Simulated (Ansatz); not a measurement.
C4H10O2 (SMILES COCC(C)O), singlet, at a GFN2-xTB geometry; HF/6-31G run with Ansatz (an electronic-structure program).

The Ansatz input:
Ansatz 0.2 input:
```yaml
crystal:
  periodic: [false, false, false]
  atoms:
    - {symbol: C, position_ang: [2.54950472, 0.54334797, -0.24605806]}
    - {symbol: O, position_ang: [1.38345909, -0.09997987, 0.19559518]}
    - {symbol: C, position_ang: [0.23988357, 0.24045846, -0.55972664]}
    - {symbol: C, position_ang: [-0.95499430, -0.50342354, 0.04806535]}
    - {symbol: C, position_ang: [-2.24478646, -0.19004403, -0.69843881]}
    - {symbol: O, position_ang: [-1.11983341, -0.13106068, 1.39642165]}
    - {symbol: H, position_ang: [2.45241018, 1.63403526, -0.17660422]}
    - {symbol: H, position_ang: [3.35582024, 0.20771282, 0.40294336]}
    - {symbol: H, position_ang: [2.78045923, 0.27681584, -1.28466438]}
    - {symbol: H, position_ang: [0.06530137, 1.32623464, -0.51216537]}
    - {symbol: H, position_ang: [0.37389487, -0.04723821, -1.61269568]}
    - {symbol: H, position_ang: [-0.74305430, -1.58420892, -0.01046806]}
    - {symbol: H, position_ang: [-2.44188471, 0.87797047, -0.66031259]}
    - {symbol: H, position_ang: [-2.17127461, -0.50778994, -1.73444189]}
    - {symbol: H, position_ang: [-3.06987896, -0.70923108, -0.22025609]}
    - {symbol: H, position_ang: [-0.24844409, -0.16800953, 1.80947925]}
basis:
  gaussian:
    orbitals: 6-31G
hamiltonian:
  xc: hf
output: {forces: true}
```

Output, abridged:

```
Functional definition: HF
978 factors; integrals over basis functions are off by at most 2.3e-4 eV
mean field evaluation 1: about -8346.9336 eV, gradient 3.6e1 eV
mean field evaluation 2: about -8346.9344 eV, gradient 3.6e1 eV
mean field evaluation 4: about -8350.0518 eV, gradient 3.8e0 eV
mean field evaluation 8: about -8350.0902 eV, gradient 8.4e-5 eV
mean field -8350.09017623 eV, -306.8601540820 hartree, gradient 8.1e-6 eV, S^2 0.000000; 0 other end points of the search recorded, 0 dependent functions left out
the calculation of the forces begins
reference -8350.09017623 eV, -306.8601540820 hartree; 25, 25 occupied and 49, 49 virtual orbitals, 978 factors
Total energy: -8350.09017623 eV, -306.8601540820 hartree
Atom 0 at     2.549505     0.543348    -0.246058 Å, force     1.289158     0.359254    -0.011164 eV/Å
Atom 1 at     1.383459    -0.099980     0.195595 Å, force    -0.335151    -0.114409     0.115977 eV/Å
Atom 2 at     0.239884     0.240458    -0.559727 Å, force    -1.159264     0.017258    -0.399665 eV/Å
Atom 3 at    -0.954994    -0.503424     0.048065 Å, force     0.133880    -0.548227    -1.342038 eV/Å
Atom 4 at    -2.244786    -0.190044    -0.698439 Å, force     0.109099    -0.046459     0.247415 eV/Å
Atom 5 at    -1.119833    -0.131061     1.396422 Å, force     0.946006     0.165326     0.736492 eV/Å
Atom 6 at     2.452410     1.634035    -0.176604 Å, force     0.062036    -0.418060    -0.013596 eV/Å
Atom 7 at     3.355820     0.207713     0.402943 Å, force    -0.180882     0.195344    -0.297110 eV/Å
Atom 8 at     2.780459     0.276816    -1.284664 Å, force    -0.064529     0.086530     0.402200 eV/Å
Atom 9 at     0.065301     1.326235    -0.512165 Å, force     0.073580    -0.484039    -0.028238 eV/Å
Atom 10 at     0.373895    -0.047238    -1.612696 Å, force    -0.035984     0.126861     0.462359 eV/Å
Atom 11 at    -0.743054    -1.584209    -0.010468 Å, force    -0.081053     0.567766     0.003225 eV/Å
Atom 12 at    -2.441885     0.877970    -0.660313 Å, force    -0.047096    -0.138875    -0.037131 eV/Å
Atom 13 at    -2.171275    -0.507790    -1.734442 Å, force    -0.100315     0.034661     0.077435 eV/Å
Atom 14 at    -3.069879    -0.709231    -0.220256 Å, force     0.070316     0.104042    -0.142223 eV/Å
Atom 15 at    -0.248444    -0.168010     1.809479 Å, force    -0.679801     0.093025     0.226060 eV/Å
Dipole moment:     0.427063     0.151146    -0.510098 e Å
```
